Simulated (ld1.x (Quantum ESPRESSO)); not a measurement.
# u(r) = r·R(r): atom against pseudo-atom (boron)

Columns: radius, all-electron u(r) and pseudo u(r) of the 2s shell (level -9.69 eV) of boron in the configuration [He] 2s1.5 2p1.5; PBE, scalar-relativistic, ultrasoft scheme, ld1.x (Quantum ESPRESSO) 7.5.

```
r (bohr)  all-electron   pseudo
   0.163        0.3078  -0.0975
   0.325        0.1881  -0.1968
   0.488       -0.0400  -0.3003
   0.650       -0.2616  -0.4046
   0.813       -0.4430  -0.5061
   0.975       -0.5766  -0.5966
   1.138       -0.6663  -0.6694
   1.300       -0.7170  -0.7170
   1.463       -0.7370  -0.7370
   1.625       -0.7334  -0.7334
   1.788       -0.7127  -0.7127
   1.950       -0.6805  -0.6805
   2.113       -0.6406  -0.6406
   2.275       -0.5967  -0.5967
   2.438       -0.5506  -0.5506
   2.600       -0.5048  -0.5048
   2.763       -0.4597  -0.4597
   2.925       -0.4169  -0.4169
   3.088       -0.3762  -0.3762
   3.250       -0.3386  -0.3386
   3.413       -0.3036  -0.3036
   3.575       -0.2718  -0.2718
   3.738       -0.2426  -0.2426
   3.900       -0.2163  -0.2163
   4.063       -0.1924  -0.1924
   4.225       -0.1710  -0.1710
```

(1) How many radial nodes do the two functions have?

(2) At about which radius was the pseudo-wave matched?

(3) Where does each function peak?

(4) Is the pseudo-wave norm-conserving?

Answers

(1) The all-electron 2s function has n − l − 1 = 1; the pseudo-wave has 0, since the states of the same l below it are removed with the core.

(2) 1.35 bohr, where the columns begin to agree (steps of 0.16 bohr).

(3) Outermost all-electron maximum near 1.46 bohr, pseudo maximum near 1.46 bohr (to the table’s step).

(4) No, it belongs to an ultrasoft set: the norm inside the radius is not constrained, and the difference is carried by the augmentation charge.
